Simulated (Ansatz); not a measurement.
Program: Ansatz. Geometries: PBE0-D4/def2-TZVP. ΔE: electronic, gas phase. CCSD(T)/CBS is the MP2 limit (def2-TZVPP, def2-QZVPP) plus CCSD(T) − MP2 in def2-TZVPP, frozen cores. Functionals use def2-TZVPP. B3LYP here is the variant with VWN-RPA as its local correlation; programs differ in this. def2 core potentials past Kr. For In outer-core shells are correlated without core-valence functions, which leaves a few kJ/mol of doubt a bond. Each species was taken in one conformer, which may not be the lowest.

Consider the substitution at a C–O bond: `NC[O][InH2]` + `CCS` → `CCSCN` + `[OH][InH2]`.

```
             level  ΔE (kJ/mol)
           PBE0-D4        -24.1
           ωB97X-V        -20.8
             B3LYP        -14.2
CCSD(T)/def2-TZVPP        -20.0
```

**Question.** What does CCSD(T)/CBS give? (Best estimate.)

**Answer.** The calculation gave: -25.5 kJ/mol. The listed levels differ from it by 1.4, 4.7, 11.3, 5.5 kJ/mol.

Largest T1 diagnostic among the species: 0.017.

In def2-TZVPP, CCSD(T) changes the Hartree–Fock value by −11.9 kJ/mol (the triples alone add −1.7 kJ/mol) and MP2 by −20.1 kJ/mol. The D4 term adds −5.4 kJ/mol with B3LYP and −3.0 kJ/mol with PBE0; it sums over pairs of atoms, weighted by their polarisabilities, and B3LYP, whose exchange is more repulsive, gets the larger term.
